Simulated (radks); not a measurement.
Problem. Spherical quantum dot in the effective-mass picture: electrons in a parabolic well V = omega^2 r^2 / 2 with omega = 1.86, with a point charge +1 (a donor) at the centre, all in effective atomic units (hartree* = m*/eps^2 hartree, bohr* = eps/m* bohr), one dielectric constant everywhere. Calculated with a radial shooting solver with Libxc functionals: non-relativistic Kohn-Sham, LDA (Slater exchange, Perdew-Wang correlation), spin-polarised, spherical densities. Levels are named by radial order and angular momentum (1s, 1p, 1d, 2s, ...), and open shells are averaged over m. Results are scaled to m* = 0.379 and eps = 15, for which hartree* = 45.84 meV and bohr* = 2.094 nm. At N = 9 the configuration is 1s2 1p6 2s(up 1, down 0). Does electron 10 go into 1d down or 1d up or 2s down?

Solution. Into 2s down. The total energies of the other choices lie higher by 5.50 meV (1d up), 6.80 meV (1d down).
